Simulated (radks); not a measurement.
Problem. Excited configurations of Dy2+: one electron is placed in a higher orbital outside [Xe] 4f9. The ground configuration is [Xe] 4f10. All-electron calculation, scalar-relativistic Kohn-Sham, r2SCAN, spin-polarised, spherical densities, finite nucleus; open shells are filled with parallel spins first (spin-orbit coupling, left out, can overturn this in heavy ions); meta-GGA in the generalised Kohn-Sham scheme; Fermi nuclear charge, rms radius 5.2218 fm. Program: a radial shooting solver on a logarithmic mesh with Libxc functionals. Excitation = E - E(ground); binding = E(ion) - E, where the ion is the core of charge +3; n* = 3/sqrt(2 binding) in atomic units, and the quantum defect is n - n*.

outer orbital  excitation (eV)  binding (eV)     n*  quantum defect  eigenvalue (eV)  <r> (bohr)
5d                       2.652        19.976  2.476           2.524          -15.459       2.272
6s                       2.797        19.830  2.485           3.515          -17.207       3.240
6p                       7.619        15.009  2.856           3.144          -12.872       3.947
6d                      13.090         9.538  3.583           2.417           -7.979       5.628
6f                      17.544         5.084  4.908           1.092           -4.242       10.11
7s                      12.561        10.067  3.488           3.512           -8.747       6.248
7p                      14.406         8.222  3.859           3.141           -7.122       7.344
7f                      19.053         3.575  5.853           1.147           -3.040       15.39

Estimate the row for 7d.

Solution. excitation (eV) 16.794; binding (eV) 5.834; n* 4.582; quantum defect 2.418; eigenvalue (eV) -4.980; <r> (bohr) 9.757. The Delta-SCF ionisation energy is 22.628 eV (NIST Atomic Spectra Database: 22.89 eV, semi-empirical). Self-interaction in the functional shifts the binding energies and quantum defects, so they are the method's values and not measured ones. Open shells are spherical and high-spin; term and fine-structure splittings are not resolved. Spin-orbit splitting is averaged out at the scalar-relativistic level.
